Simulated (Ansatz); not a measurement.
Z-matrix (Å, degrees):
```
C
C 1 1.527
H 1 1.093 2 111.3
H 1 1.093 2 111.7 3 120.2
H 1 1.093 2 111.5 3 -119.8
Si 2 1.869 1 114.5 3 57.9
H 2 1.097 1 110.4 3 -179.8
H 2 1.096 1 110.2 3 -63.6
C 6 1.869 2 112.1 1 54.3
C 6 1.869 2 111.0 1 -179.5
F 6 1.616 2 107.4 1 -62.4
C 9 1.527 6 113.7 2 62.6
H 9 1.096 6 108.2 2 -60.4
H 9 1.096 6 108.2 2 -174.4
C 10 1.527 6 114.5 2 179.2
H 10 1.097 6 108.2 2 -57.3
H 10 1.096 6 107.6 2 56.3
H 12 1.094 9 111.6 6 59.9
H 12 1.094 9 111.6 6 -60.0
H 12 1.093 9 111.7 6 180.0
H 15 1.093 10 111.7 6 -178.0
H 15 1.093 10 111.5 6 61.9
H 15 1.093 10 111.3 6 -57.9
```

Charge 0, multiplicity 1.

Task: List the PBE0/def2-TZVPP orbital energies in eV (the Gaussian-basis code of Ansatz). (Best estimate.)

Result: The calculation gave: Occupied: -1802.54, -673.07, -278.07, -277.94, -277.94, -277.76, -277.76, -277.75, -144.78, -99.51, -99.41, -99.41, -32.41, -21.56, -21.10, -21.04, -17.75, -17.31, -17.00, -14.25, -12.86, -12.83, -12.56, -12.17, -11.84, -11.79, -11.65, -11.23, -10.92, -10.43, -10.25, -9.98, -9.85, -9.78, -9.63, -7.91, -7.89. Lowest empty: 0.81, 1.33, 1.55, 1.60, 2.15, 2.39, 2.68, 2.83.
